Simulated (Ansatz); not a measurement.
Ideal-gas functions of CH₆OSn, SMILES `O[CH2][SnH3]` at 600 K and 1 bar, from an Ansatz frequency run at PBE0-D4/def2-TZVP.

Molar mass 152.77 g/mol, point group C1 (symmetry number 1), electronic degeneracy 1, moments of inertia 21.817, 179.955, 189.643 u Å². Harmonic wavenumbers (cm⁻¹, unscaled): 88, 187, 298, 393, 405, 568, 680, 718, 728, 764, 1066, 1151, 1259, 1382, 1473, 1919, 1929, 1946, 3030, 3124, 3866.

Use S(trans) = R[1.5 ln M + 2.5 ln T − 1.1517]; rotational temperatures θ = 24.2544 K / I; S(rot) = R[ln(√π/σ · √(T³/θAθBθC)) + 1.5]; for each mode x = 1.438777 ν̃/T, S = R[x/(eˣ − 1) − ln(1 − e⁻ˣ)] and H = RT x/(eˣ − 1); 1 cm⁻¹ = 0.0119627 kJ/mol; R = 8.31446 J/(mol·K).

Problem. By hand: the entropy, in J/(mol·K).

Solution. Translation 186.1. Rotation: θ = 1.1117, 0.1348, 0.1279 K, giving 113.5. Vibration, mode by mode: 21.27, 15.05, 11.28, 9.11, 8.88, 6.36, 5.11, 4.75, 4.66, 4.35, 2.46, 2.09, 1.71, 1.35, 1.13, 0.47, 0.46, 0.45, 0.05, 0.04, 0.01, in all 101.0. Electronic 0.0. Sum 400.6 J/(mol·K).

Problem. By hand: H − E and G − E in kJ/mol, counted from the electronic energy.

Solution. Zero-point energy ½ × 26974 × 0.0119627 = 161.3; thermal vibration 32.2; translation, rotation and pV give 4 RT = 20.0. H − E = 213.5 kJ/mol, and G − E = 213.5 − 600 × 400.6/1000 = -26.9 kJ/mol.

Vibration gives 25 % of the entropy, 21.3 J/(mol·K) of it from the mode under 150 cm⁻¹: soft modes count most, and the harmonic formula is weakest for them. The sum counts one conformer and one mirror image; others add a mixing term.
